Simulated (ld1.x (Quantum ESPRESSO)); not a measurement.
lanthanum: excitation energies, all-electron against RRKJ

- Element: lanthanum (La)
- Generator: ld1.x (Quantum ESPRESSO) 7.5
- Type: norm-conserving RRKJ (Kleinman–Bylander form)
- Functional: PBE
- Relativity: scalar-relativistic
- Frozen core: [Kr] 4d10
- Valence charge: 11
- Reference configuration: 4f0 5s2 5p6 5d1 6s0 6p0 (charge +2)
- Partial waves: 5p (bound): rc 2.55 bohr; 5d (bound): rc 3.15 bohr; 4f (bound, empty): rc 1.85 bohr; 5s (bound): rc 1.70 bohr
- Local potential: the s channel
- Core correction: Bessel-smoothed model core inside 0.90 bohr

Energies are relative to the spin-unpolarised reference configuration 4f0 5s2 5p6 5d1 6s0 6p0; without spin polarisation the order of configurations can differ from experiment.

```json
{"valence configuration": "4f0 5s2 5p6 5d1 6s2 6p0", "charge": "0", "ΔE all-electron (eV)": "-16.854", "error AE − PS (meV)": "+117"}
{"valence configuration": "4f0 5s2 5p6 5d1 6s1 6p0", "charge": "+1", "ΔE all-electron (eV)": "-10.889", "error AE − PS (meV)": "+81"}
{"valence configuration": "4f0 5s2 5p6 5d0 6s0 6p0", "charge": "+3", "ΔE all-electron (eV)": "18.950", "error AE − PS (meV)": "+11"}
{"valence configuration": "4f0 5s2 5p6 5d1 6s1.5 6p0", "charge": "+0.5", "ΔE all-electron (eV)": "-14.455", "error AE − PS (meV)": "+103"}
{"valence configuration": "4f0 5s2 5p6 5d0 6s2 6p0", "charge": "+1", "ΔE all-electron (eV)": "-10.469", "error AE − PS (meV)": "+185"}
{"valence configuration": "4f0 5s2 5p6 5d2 6s1 6p0", "charge": "0", "ΔE all-electron (eV)": "-16.061", "error AE − PS (meV)": "+51"}
```

Problem. What are ΔE and the potential's error for 4f0 5s2 5p5 5d1 6s2 6p0?

Solution. ΔE = 10.117 eV all-electron; the error (AE − PS) is +210 meV.

Levels in the configuration 4f0 5s2 5p6 5d1 6s1.5 6p0:

```csv
level,all-electron (eV),pseudo (eV)
5s,-41.700,-41.609
5p,-25.172,-25.091
5d,-5.693,-5.647
6s,-5.945,-5.978
```
